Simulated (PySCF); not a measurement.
PySCF input file for C3H2F4, SMILES F/C=C/C(F)(F)F, ωB97X-D3(BJ)/def2-SVP. 

```python
import numpy as np
from pyscf import gto, scf, dft
from pyscf.geomopt import geometric_solver

mol = gto.M(
    atom='''
    F     0.15989645    2.84474606   -0.00000000
    C    -0.29189505    1.59975076    0.00000000
    C     0.53198765    0.56621553   -0.00000000
    C     0.03548658   -0.84214635   -0.00000001
    F     0.46587310   -1.52259349   -1.07383454
    F     0.46587313   -1.52259349    1.07383454
    F    -1.30119852   -0.92918065    0.00000001
    H    -1.37251878    1.54573810    0.00000002
    H     1.60504623    0.67793632   -0.00000002
    ''',
    basis='def2-SVP',
    charge=0,
    spin=0,
    max_memory=1600,
    verbose=3,
)
mf = dft.RKS(mol, xc='wb97x-d3bj').density_fit(auxbasis='def2-universal-jkfit')
mf.grids.level = 3
mf.conv_tol = 1e-9
mf.max_cycle = 100
mf.kernel()
grad = mf.nuc_grad_method()
grad.grid_response = mol.nao <= 150
conv, mol_eq = geometric_solver.kernel(grad, convergence_set='GAU_TIGHT', maxsteps=100)
print(mol_eq.tostring(format='xyz'))
mf.reset(mol_eq)
mf.kernel()
```

Program output:

```
[...]
7 H     0.0001242789     0.0000303179    -0.0000000444
8 H    -0.0001735820     0.0002521093     0.0000000755
----------------------------------------------
cycle 13: E = -514.555032318  dE = -4.70239e-06  norm(grad) = 0.00184253
Step   12 : Displace = 2.613e-04/5.648e-04 (rms/max) Trust = 3.159e-02 (+) Grad = 6.142e-04/1.150e-03 (rms/max) E (change) = -514.5550323185 (-4.702e-06) Quality = 1.670
Hessian Eigenvalues: 1.98345e-04 2.30000e-02 2.30000e-02 ... 6.15786e-01 6.92113e-01 7.71017e-01

Geometry optimization cycle 14
Cartesian coordinates (Angstrom)
 Atom        New coordinates             dX        dY        dZ
   F   0.503269   2.805055  -0.000012    0.149029 -0.022259 -0.000002
   C  -0.104951   1.626371  -0.000023    0.078295  0.011425 -0.000012
   C   0.575191   0.485174  -0.000029    0.012166 -0.030413 -0.000013
   C  -0.118894  -0.838784  -0.000031   -0.064956  0.007033 -0.000009
   F   0.215135  -1.563741  -1.078409   -0.104828 -0.013493  0.000082
   F   0.215143  -1.563749   1.078339   -0.104826 -0.013490 -0.000097
   F  -1.456997  -0.707785  -0.000026   -0.059008  0.081254 -0.000009
   H  -1.196697   1.702257  -0.000019    0.080717  0.075841 -0.000009
   H   1.667681   0.472824  -0.000032    0.013560 -0.096049 -0.000014
converged SCF energy = -514.55504168516
--------------- DFRKS_Scanner gradients ---------------
         x                y                z
0 F    -0.0000886559    -0.0000979682     0.0000004336
1 C    -0.0000199539     0.0001486769    -0.0000008825
2 C     0.0000609854    -0.0002552763    -0.0000000270
3 C     0.0005797716    -0.0001972939     0.0000002236
4 F    -0.0000657556     0.0000968941     0.0000747880
5 F    -0.0000656620     0.0000965251    -0.0000746035
6 F    -0.0003872278     0.0001062815    -0.0000000696
7 H     0.0000384600     0.0000113435     0.0000001892
8 H    -0.0000519179     0.0000908408    -0.0000000730
----------------------------------------------
cycle 14: E = -514.555041685  dE = -9.36667e-06  norm(grad) = 0.000834388
Step   13 : Displace = 1.781e-03/3.383e-03 (rms/max) Trust = 4.468e-02 (+) Grad = 2.781e-04/6.124e-04 (rms/max) E (change) = -514.5550416852 (-9.367e-06) Quality = 1.519
Hessian Eigenvalues: 6.65303e-05 2.30000e-02 2.30000e-02 ... 6.16156e-01 7.01163e-01 8.31840e-01

Geometry optimization cycle 15
Cartesian coordinates (Angstrom)
 Atom        New coordinates             dX        dY        dZ
   F   0.903576   2.698199  -0.000051    0.400307 -0.106857 -0.000039
   C   0.112343   1.633225  -0.000039    0.217295  0.006854 -0.000016
   C   0.599990   0.397852  -0.000054    0.024799 -0.087321 -0.000024
   C  -0.294186  -0.800500  -0.000062   -0.175292  0.038284 -0.000031
   F  -0.075470  -1.569485  -1.078277   -0.290606 -0.005744  0.000132
   F  -0.075462  -1.569501   1.078141   -0.290605 -0.005752 -0.000198
   F  -1.594677  -0.465093  -0.000054   -0.137679  0.242693 -0.000028
   H  -0.953117   1.884218  -0.000033    0.243580  0.181961 -0.000015
   H   1.676270   0.208329  -0.000061    0.008589 -0.264495 -0.000029
converged SCF energy = -514.555018187159
--------------- DFRKS_Scanner gradients ---------------
         x                y                z
0 F     0.0002148473    -0.0000514730    -0.0000009533
1 C     0.0000236444    -0.0001120052     0.0000018899
2 C    -0.0001180219     0.0005978818    -0.0000000739
3 C    -0.0003936325     0.0005966512    -0.0000007249
4 F     0.0000226784    -0.0002399828    -0.0000682677
5 F     0.0000228191    -0.0002393254     0.0000681052
6 F     0.0002416062    -0.0003473269     0.0000000951
7 H    -0.0001028111     0.0000094149    -0.0000003425
8 H     0.0000888582    -0.0002137981     0.0000002632
----------------------------------------------
cycle 15: E = -514.555018187  dE = 2.3498e-05  norm(grad) = 0.00114574
Step   14 : Displace = 3.710e-03/6.429e-03 (rms/max) Trust = 6.319e-02 (+) Grad = 3.819e-04/7.148e-04 (rms/max) E (change) = -514.5550181872 (+2.350e-05) Quality = -2.335
Poor-quality step dominated by net translation/rotation detected; will project out net forces and torques past this point.
Rejecting step - quality is lower than -1.0
Hessian Eigenvalues: 6.65303e-05 2.30000e-02 2.30000e-02 ... 6.16156e-01 7.01163e-01 8.31840e-01

Geometry optimization cycle 16
Cartesian coordinates (Angstrom)
 Atom        New coordinates             dX        dY        dZ
   F   0.666330   2.769947  -0.000035   -0.237246  0.071749  0.000016
   C  -0.018007   1.633511  -0.000025   -0.130350  0.000286  0.000014
   C   0.586446   0.450694  -0.000036   -0.013545  0.052842  0.000018
   C  -0.190196  -0.826817  -0.000043    0.103990 -0.026317  0.000018
   F   0.099009  -1.571532  -1.078331    0.174480 -0.002047 -0.000053
   F   0.099016  -1.571545   1.078233    0.174478 -0.002044  0.000092
   F  -1.516868  -0.613734  -0.000038    0.077808 -0.148641  0.000016
   H  -1.102603   1.780448  -0.000022   -0.149485 -0.103770  0.000011
   H   1.675905   0.366491  -0.000040   -0.000365  0.158163  0.000020
converged SCF energy = -514.555046608358
--------------- DFRKS_Scanner gradients ---------------
         x                y                z
0 F     0.0000204404    -0.0000274489    -0.0000007793
1 C     0.0000537422    -0.0000205647     0.0000015383
2 C    -0.0000624537     0.0001745070    -0.0000000280
3 C     0.0000534768     0.0001879197    -0.0000006250
4 F    -0.0000239352    -0.0000823954     0.0000182155
5 F    -0.0000239675    -0.0000817531    -0.0000184454
6 F    -0.0000176862    -0.0001033330     0.0000001543
7 H    -0.0000389115     0.0000119976    -0.0000002783
8 H     0.0000392969    -0.0000589385     0.0000002166
----------------------------------------------
cycle 16: E = -514.555046608  dE = -2.84212e-05  norm(grad) = 0.000331619
Step   15 : Displace = 1.911e-03/3.237e-03 (rms/max) Trust = 1.855e-03 (x) Grad = 1.106e-04/1.955e-04 (rms/max) E (change) = -514.5550466084 (-4.923e-06) Quality = 0.744
Hessian Eigenvalues: 1.65770e-04 2.30000e-02 2.30001e-02 ... 6.17183e-01 7.05188e-01 8.45186e-01

Geometry optimization cycle 17
Cartesian coordinates (Angstrom)
 Atom        New coordinates             dX        dY        dZ
   F   0.658569   2.771849  -0.000017   -0.007761  0.001902  0.000018
   C  -0.021850   1.633046  -0.000034   -0.003843 -0.000465 -0.000009
   C   0.586335   0.452108  -0.000042   -0.000111  0.001414 -0.000005
   C  -0.186964  -0.827422  -0.000042    0.003233 -0.000605  0.000002
   F   0.103966  -1.571242  -1.078425    0.004957  0.000290 -0.000094
   F   0.103976  -1.571251   1.078333    0.004960  0.000293  0.000100
   F  -1.514131  -0.617339  -0.000036    0.002737 -0.003605  0.000002
   H  -1.106890   1.776323  -0.000028   -0.004287 -0.004125 -0.000006
   H   1.676013   0.371405  -0.000046    0.000108  0.004913 -0.000006
converged SCF energy = -514.555046898827
--------------- DFRKS_Scanner gradients ---------------
         x                y                z
0 F     0.0000032946     0.0000161484     0.0000007843
1 C     0.0000330247    -0.0000301709    -0.0000014767
2 C    -0.0000293052     0.0000669652    -0.0000000486
3 C     0.0000456717     0.0000800624     0.0000005371
4 F    -0.0000307743    -0.0000283773    -0.0000006833
5 F    -0.0000306462    -0.0000291025     0.0000010047
6 F     0.0000084047    -0.0000507846    -0.0000001931
7 H    -0.0000125349    -0.0000014648     0.0000002538
8 H     0.0000128903    -0.0000233163    -0.0000001936
----------------------------------------------
cycle 17: E = -514.555046899  dE = -2.90469e-07  norm(grad) = 0.000152229
Step   16 : Displace = 5.357e-04/8.740e-04 (rms/max) Trust = 1.855e-03 (=) Grad = 5.074e-05/9.235e-05 (rms/max) E (change) = -514.5550468988 (-2.905e-07) Quality = 2.011
Hessian Eigenvalues: 1.60863e-04 2.30000e-02 2.30034e-02 ... 6.22047e-01 6.60281e-01 7.57294e-01

Geometry optimization cycle 18
Cartesian coordinates (Angstrom)
 Atom        New coordinates             dX        dY        dZ
   F   0.655093   2.772611  -0.000036   -0.003476  0.000762 -0.000019
   C  -0.023773   1.632884  -0.000024   -0.001923 -0.000162  0.000010
   C   0.586090   0.452788  -0.000035   -0.000245  0.000680  0.000007
   C  -0.185479  -0.827777  -0.000044    0.001484 -0.000356 -0.000002
   F   0.106554  -1.571112  -1.078430    0.002587  0.000130 -0.000006
   F   0.106559  -1.571126   1.078331    0.002584  0.000125 -0.000002
   F  -1.512911  -0.619271  -0.000038    0.001220 -0.001932 -0.000002
   H  -1.108989   1.774666  -0.000021   -0.002100 -0.001657  0.000007
   H   1.675878   0.373821  -0.000040   -0.000135  0.002416  0.000007
converged SCF energy = -514.555046967306
--------------- DFRKS_Scanner gradients ---------------
         x                y                z
0 F     0.0000032246     0.0000068403    -0.0000009251
1 C     0.0000050844    -0.0000055259     0.0000017564
2 C    -0.0000011124     0.0000071937     0.0000000208
3 C    -0.0000058356     0.0000015158    -0.0000006787
4 F     0.0000006308    -0.0000009457     0.0000064607
5 F     0.0000005353    -0.0000001667    -0.0000067869
6 F    -0.0000052768    -0.0000014117     0.0000002088
7 H    -0.0000003119    -0.0000046875    -0.0000002954
8 H     0.0000031016    -0.0000028345     0.0000002467
----------------------------------------------
cycle 18: E = -514.555046967  dE = -6.84794e-08  norm(grad) = 1.91436e-05
Step   17 : Displace = 1.081e-04/2.145e-04 (rms/max) Trust = 2.623e-03 (+) Grad = 6.345e-06/7.589e-06 (rms/max) E (change) = -514.5550469673 (-6.848e-08) Quality = 2.436
Hessian Eigenvalues: 1.59484e-04 2.30000e-02 2.30205e-02 ... 6.32520e-01 6.41997e-01 7.39995e-01

Geometry optimization cycle 19
Cartesian coordinates (Angstrom)
 Atom        New coordinates             dX        dY        dZ
   F   0.654727   2.772667  -0.000015   -0.000366  0.000056  0.000021
   C  -0.024010   1.632870  -0.000035   -0.000237 -0.000015 -0.000011
   C   0.586042   0.452865  -0.000042   -0.000048  0.000077 -0.000007
   C  -0.185287  -0.827835  -0.000042    0.000193 -0.000058  0.000002
   F   0.106842  -1.571112  -1.078444    0.000288  0.000000 -0.000013
   F   0.106851  -1.571121   1.078352    0.000292  0.000005  0.000021
   F  -1.512746  -0.619516  -0.000036    0.000165 -0.000245  0.000002
   H  -1.109240   1.774544  -0.000028   -0.000250 -0.000122 -0.000008
   H   1.675841   0.374124  -0.000047   -0.000037  0.000303 -0.000007
converged SCF energy = -514.555046971989
--------------- DFRKS_Scanner gradients ---------------
         x                y                z
0 F     0.0000019301    -0.0000010226     0.0000010353
1 C    -0.0000014832     0.0000006938    -0.0000018737
2 C    -0.0000001364     0.0000028243    -0.0000000189
3 C     0.0000046820    -0.0000072440     0.0000007661
4 F    -0.0000026450     0.0000027656    -0.0000003797
5 F    -0.0000025564     0.0000020550     0.0000006456
6 F    -0.0000000746     0.0000017789    -0.0000002003
7 H     0.0000012831    -0.0000007646     0.0000002878
8 H    -0.0000009900    -0.0000010645    -0.0000002330
----------------------------------------------
cycle 19: E = -514.555046972  dE = -4.6831e-09  norm(grad) = 1.13432e-05
Step   18 : Displace = 3.727e-05/5.982e-05 (rms/max) Trust = 3.710e-03 (+) Grad = 3.688e-06/8.846e-06 (rms/max) E (change) = -514.5550469720 (-4.683e-09) Quality = 3.651
Hessian Eigenvalues: 1.59484e-04 2.30000e-02 2.30205e-02 ... 6.32520e-01 6.41997e-01 7.39995e-01
Converged! =D

9
XYZ from PySCF
F           0.65472689        2.77266654       -0.00001488
C          -0.02401034        1.63286971       -0.00003484
C           0.58604232        0.45286473       -0.00004208
C          -0.18528665       -0.82783535       -0.00004178
F           0.10684192       -1.57111185       -1.07844375
F           0.10685121       -1.57112073        1.07835198
F          -1.51274570       -0.61951567       -0.00003612
H          -1.10923963        1.77454374       -0.00002833
H           1.67584103        0.37412358       -0.00004668
converged SCF energy = -514.55504697204
```

The calculation finished and met its thresholds.

Cost: around 4 core-minutes (rough).
